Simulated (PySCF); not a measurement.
# Si⁺ (silicon, charge +1) across methods

[Ne] 3s1 3p1 4s1, high-spin 4P determinant (an excited configuration). All numbers are calculated (PySCF 2.14, scalar relativity by spin-free X2C-1e, in aug-cc-pVDZ-DK). The B2PLYP total includes its PT2 part (frozen core); its orbital energies are those of the SCF part.

```csv
method,E (hartree),mean ε 3s α (eV),mean ε 3p α (eV),mean ε 4s α (eV),Σ⟨r²⟩ (bohr²),⟨S²⟩
UHF,-288.69096,-30.088,-21.286,-8.096,43.63,3.750
LDA,-287.9697,-24.393,-16.403,-6.765,41.12,3.750
PBE0,-289.0312,-25.764,-17.742,-7.151,41.08,3.750
wB97X-V,-289.0960,-28.422,-20.165,-8.228,42.91,3.750
PBE,-289.0048,-24.149,-16.380,-6.707,40.10,3.750
r2SCAN,-289.1249,-24.510,-16.741,-6.671,40.74,3.750
MN15,-289.1161,-26.158,-17.745,-7.172,41.88,3.750
B2PLYP,-289.0319,-27.345,-18.958,-7.376,42.50,3.750
```

Estimate the same row for BHandHLYP.

E (hartree) = -289.1547; mean ε 3s α (eV) = -27.231; mean ε 3p α (eV) = -18.846; mean ε 4s α (eV) = -7.334; Σ⟨r²⟩ (bohr²) = 42.37; ⟨S²⟩ = 3.750.

The outer electron is Rydberg-like, and this basis confines it to a smaller radius and binds it less than a complete one would.
